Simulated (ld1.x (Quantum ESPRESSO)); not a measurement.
# Scattering properties, PAW potential for oxygen

| Property | Result |
| --- | --- |
| Element | O (Z = 8) |
| Generator | ld1.x (Quantum ESPRESSO) 7.5 |
| Type | PAW |
| Functional | PBE |
| Relativity | scalar-relativistic |
| Frozen core | [He] |
| Valence charge | 6 |
| Reference configuration | 2s2 2p4 |
| Partial waves | 2s (bound): rcut 0.75, rcutus 0.90 bohr; 2s channel at 0.95 Ry: rcut 0.75, rcutus 0.90 bohr; 2p (bound): rcut 1.05, rcutus 1.15 bohr; 2p channel at -0.3 Ry: rcut 1.05, rcutus 1.15 bohr |
| Local potential | all-electron potential smoothed inside 0.85 bohr (lloc = -2) |
| Core correction | Bessel-smoothed model core, default radius (core density twice the valence density) |
| Augmentation charge | BESSEL, radius 0.70 bohr |

The phase is arctan(r·u′/u) with u = r·R(r), unwrapped; energies in Ry, scanned from -4 to 5 Ry. A pole is an energy at which the radial function vanishes at the test radius. The pseudo phase is shifted by a multiple of π to meet the all-electron one at the reference energy, and phase errors are pseudo minus all-electron; the curves can meet again beyond the range given. Levels narrower than the energy grid can be missing from the lists of poles.

**Question.** For each channel, where are the poles, and over which energies does the pseudopotential scatter like the atom?

**Answer.**

| channel | radius (bohr) | reference energy (Ry) | poles, all-electron | poles, pseudo | unbroken range about the reference energy with phases within 0.05 rad | phase error 1 Ry above the reference energy (rad) |
| --- | --- | --- | --- | --- | --- | --- |
| s | 1.25 | -1.76 | 2.16 | 2.16 | the whole range | +0.000 |
| p | 1.25 | -0.66 | 2.37 | 2.37 | the whole range | -0.000 |

Phases in the s channel:

```csv
E (Ry),all-electron,pseudo
-4.00,0.770,0.770
-3.76,0.689,0.689
-3.52,0.589,0.589
-3.28,0.466,0.465
-3.04,0.314,0.314
-2.80,0.134,0.134
-2.56,-0.070,-0.071
-2.32,-0.286,-0.286
-2.08,-0.493,-0.493
-1.84,-0.678,-0.678
-1.60,-0.833,-0.833
-1.36,-0.961,-0.961
-1.12,-1.065,-1.065
-0.88,-1.149,-1.149
-0.64,-1.218,-1.218
-0.40,-1.276,-1.276
-0.16,-1.324,-1.324
0.08,-1.365,-1.365
0.32,-1.401,-1.401
0.56,-1.432,-1.432
0.80,-1.459,-1.459
1.04,-1.484,-1.484
1.28,-1.506,-1.506
1.52,-1.526,-1.526
1.76,-1.544,-1.544
2.00,-1.560,-1.560
2.24,-1.576,-1.576
2.48,-1.591,-1.591
2.72,-1.604,-1.604
2.96,-1.617,-1.617
3.20,-1.630,-1.630
3.44,-1.641,-1.641
3.68,-1.653,-1.653
3.92,-1.664,-1.664
4.16,-1.675,-1.675
4.40,-1.685,-1.685
4.64,-1.696,-1.696
4.88,-1.706,-1.706
```
